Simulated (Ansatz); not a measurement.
One change: `F[SiH](F)[SiH3]` becomes `F[SiH]([SiH3])Cl`.

Ansatz, PBE0-D4/def2-TZVP geometries, multiplicity 1. 

```
                                                                                  property  `F[SiH](F)[SiH3]`
                                        size of the dipole moment (ωB97M-V/def2-TZVPP) / D               1.64
                                                       HOMO energy (B3LYP/def2-TZVPP) / eV              -8.40
                                                       HOMO–LUMO gap (PBE/def2-TZVPP) / eV               6.05
ideal-gas entropy at 298 K and 1 bar (rigid rotor, harmonic PBE0-D4/def2-TZVP) / J/(mol·K)                332
                                                      HOMO–LUMO gap (PBE0/def2-TZVPP) / eV               8.17
                                            zero-point energy (PBE0-D4/def2-TZVP) / kJ/mol              103.6
```

Give the same properties after the change, and the shifts. (Estimate.)

Ansatz gave: 
| property | `F[SiH]([SiH3])Cl` | shift |
| --- | --- | --- |
| size of the dipole moment (ωB97M-V/def2-TZVPP) / D | 1.58 | -0.06 |
| HOMO energy (B3LYP/def2-TZVPP) / eV | -8.20 | 0.20 |
| HOMO–LUMO gap (PBE/def2-TZVPP) / eV | 5.72 | -0.33 |
| ideal-gas entropy at 298 K and 1 bar (rigid rotor, harmonic PBE0-D4/def2-TZVP) / J/(mol·K) | 344 | 12 |
| HOMO–LUMO gap (PBE0/def2-TZVPP) / eV | 7.81 | -0.36 |
| zero-point energy (PBE0-D4/def2-TZVP) / kJ/mol | 100.5 | -3.1 |

With PBE0 the HOMO rises by 0.19 eV and the LUMO falls by 0.16 eV, so the gap narrows by about 0.35 eV. PBE moves the HOMO by 0.16 eV and ωB97M-V by 0.21 eV. Dipoles are sizes alone; their direction can turn.

B3LYP here is the variant with VWN-RPA as its local correlation; programs differ in this.
